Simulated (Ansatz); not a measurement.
`[CH3][Ge]([F])([F])[Br]` + H₂ → `[CH3][GeH]([F])[F]` + HBr at 700 K and 1 bar (hydrogenolysis of a Ge–Br bond).

Program: Ansatz. Geometries: PBE0-D4/def2-TZVP. ΔE: electronic, gas phase. CBS: MP2 limit from def2 TZ/QZ plus the TZ coupled-cluster correction, frozen cores. This one scheme is used for every species. For Br, Ge outer-core shells are correlated without core-valence functions, which leaves a few kJ/mol of doubt a bond. Scalar relativity is left out up to krypton.

| species | CCSD(T)/CBS energy (Eh) | H − E (kJ/mol) | S (J/(mol·K)) |
| --- | --- | --- | --- |
| `[CH3][Ge]([F])([F])[Br]` | -4889.01358 | 183.9 | 473.3 |
| H₂ | -1.17544 | 46.8 | 155.3 |
| `[CH3][GeH]([F])[F]` | -2316.24489 | 193.0 | 418.9 |
| HBr | -2573.91920 | 36.5 | 223.7 |

H − E and S are ideal-gas, rigid-rotor, harmonic terms from PBE0-D4/def2-TZVP. The MP2-based limit puts H₂ 0.8 mEh under its directly extrapolated value; such offsets cancel only in part. 1 Eh = 2625.50 kJ/mol, R = 8.31446 J/(mol·K).

Task: By hand: ΔE, ΔH, ΔS and ΔG.

Result: ΔE = (-2316.24489) + (-2573.91920) − (-4889.01358) − (-1.17544) = 0.02493 Eh = 65.5 kJ/mol. Δ(H − E) = 193.0 + 36.5 − 183.9 − 46.8 = -1.2, so ΔH = 64.3 kJ/mol. ΔS = 418.9 + 223.7 − 473.3 − 155.3 = 14.0 J/(mol·K). ΔG = 64.3 − 700 × (14.0)/1000 = 54.5 kJ/mol.

Task: By hand: the equilibrium constant, and the temperature at which ΔG would vanish if ΔH and ΔS stayed fixed.

Result: log₁₀ K = −ΔG/(RT ln 10) = -4.1. ΔG = 0 at ΔH/ΔS = 4593 K, far beyond where these terms or the molecules hold.

The number of gas molecules stays the same, so ΔS is small and ΔH decides. A doubt of 5 kJ/mol in ΔE shifts log₁₀ K by 0.4 here. These are equilibria of isolated gas molecules and say nothing of rates. Largest T1 diagnostic: 0.012 (customary marks: 0.02 for closed shells, 0.045 for open ones).
